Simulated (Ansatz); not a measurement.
A nudged elastic band was laid between two geometries of ClFH2OSi + H2O (9 atoms, charge 0, multiplicity 1).

These are results of Ansatz, RKS B3LYP-D4/def2-SVP, not measurements.

| Property | Result |
| --- | --- |
| movable images | 9 |
| climbing image | yes |
| spring | 5.0 eV/Å² |
| optimiser | quadratic models (default) |
| start path | through a guess of the saddle point |
| force threshold | 0.03 eV/Å |
| iteration limit | 60 |
| end points | relaxed |

First end point:

```xyz
9
Properties=species:S:1:pos:R:3
Si -0.401 0.215 0.112
H -0.141 0.557 1.509
F 0.935 -0.256 -0.688
O -0.980 1.575 -0.610
H -1.272 1.528 -1.528
Cl -1.778 -1.319 -0.146
O 0.956 -2.016 1.459
H 1.558 -1.943 0.704
H 0.295 -2.655 1.156
```

Last end point:

```xyz
9
Properties=species:S:1:pos:R:3
Si -0.527 -0.453 -0.618
H 2.048 -0.594 2.998
F 0.891 -0.073 -1.291
O -1.388 0.909 -0.359
H -1.324 1.618 -1.010
Cl -1.441 -1.743 -1.938
O -0.327 -1.179 0.833
H -0.233 -2.139 0.850
H 1.473 -0.658 2.502
```

Which bonds break or form, and what moves?

Bonds broken: Si1–H2, O7–H9. Bonds formed: Si1–O7, H2–H9. ClFH2OSi + H2O becomes ClFH2O2Si + H2.

Give the energies along the band, and the barrier.

The forces met the threshold. The highest image is number 5 of 0 to 10, 1.54 eV above the first end and 2.18 eV above the last; the last end lies 0.64 eV below the first. Neighbouring images differ by up to 1.9 eV, so the band resolves the path poorly. A vibrational analysis at the climbing image gives one clearly imaginary mode, 1346i cm⁻¹: a first-order saddle point. The orbitals stay closed-shell, which can raise the energy where a bond breaks towards radicals; this wasn't checked here.

```tsv
image	path coordinate (Å)	energy (eV)	Si1–H2 (Å)	O7–H9 (Å)	Si1–O7 (Å)
0	0.00	0.00	1.46	0.97	2.94
1	1.02	0.05	1.46	0.97	2.90
2	2.04	0.10	1.46	0.97	2.92
3	3.05	0.32	1.47	0.97	2.53
4	4.07	0.69	1.49	0.97	2.11
5	5.09	1.54	1.68	1.15	1.82
6	6.15	-0.32	2.52	1.99	1.65
7	7.21	-0.61	3.44	2.60	1.63
8	8.27	-0.62	3.72	2.57	1.63
9	9.32	-0.63	4.04	2.52	1.63
10	10.38	-0.64	4.44	2.51	1.63
```

What is the geometry of the highest image?


```xyz
9
Properties=species:S:1:pos:R:3
Si 0.008 -0.242 -0.072
H 0.699 0.345 1.345
F 1.437 -0.103 -0.824
O -1.055 1.015 -0.028
H -1.728 0.963 -0.722
Cl -0.958 -1.466 -1.527
O -0.007 -1.580 1.162
H 0.183 -2.519 0.983
H 0.593 -0.727 1.651
```

The band took 45 iterations and roughly 23 core-minutes.

Run time: 12 min on 2 threads of AMD EPYC 7R43 64-Core Processor (Zen 3) (shared host), peak memory 0.24 GiB.
